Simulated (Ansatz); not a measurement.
`O[BH][GeH3]` → `BO` + `[GeH2]` at 298.15 K and 1 bar (germylene loss).

Program: Ansatz. Geometries: PBE0-D4/def2-TZVP. ΔE: electronic, gas phase. CCSD(T)/CBS is the MP2 limit (def2-TZVPP, def2-QZVPP) plus CCSD(T) − MP2 in def2-TZVPP, frozen cores. This one scheme is used for every species. For Ge outer-core shells are correlated without core-valence functions, which leaves a few kJ/mol of doubt a bond. Scalar relativity is left out up to krypton. Each species was taken in one conformer, which may not be the lowest.

| species | CCSD(T)/CBS energy (Eh) | H − E (kJ/mol) | S (J/(mol·K)) |
| --- | --- | --- | --- |
| `O[BH][GeH3]` | -2179.11235 | 149.1 | 309.3 |
| `BO` | -101.80414 | 103.5 | 230.4 |
| `[GeH2]` | -2077.24753 | 38.7 | 220.4 |

H − E and S are ideal-gas, rigid-rotor, harmonic terms from PBE0-D4/def2-TZVP, for one conformer and one mirror image of each species. 1 Eh = 2625.50 kJ/mol, R = 8.31446 J/(mol·K).

**Question.** By hand: ΔE, ΔH, ΔS and ΔG.

**Answer.** ΔE = (-101.80414) + (-2077.24753) − (-2179.11235) = 0.06068 Eh = 159.3 kJ/mol. Δ(H − E) = 103.5 + 38.7 − 149.1 = -6.9, so ΔH = 152.4 kJ/mol. ΔS = 230.4 + 220.4 − 309.3 = 141.5 J/(mol·K). ΔG = 152.4 − 298.15 × (141.5)/1000 = 110.2 kJ/mol.

**Question.** By hand: the equilibrium constant, and the temperature at which ΔG would vanish if ΔH and ΔS stayed fixed.

**Answer.** log₁₀ K = −ΔG/(RT ln 10) = -19.3. ΔG = 0 at ΔH/ΔS = 1077 K.

The number of gas molecules changes by +1, which sets the sign of ΔS. A doubt of 5 kJ/mol in ΔE shifts log₁₀ K by 0.9 here. Other conformers and mirror images would add mixing entropy, several J/(mol·K) or more a flexible species. These are equilibria of isolated gas molecules and say nothing of rates. Largest T1 diagnostic: 0.014 (customary marks: 0.02 for closed shells, 0.045 for open ones).
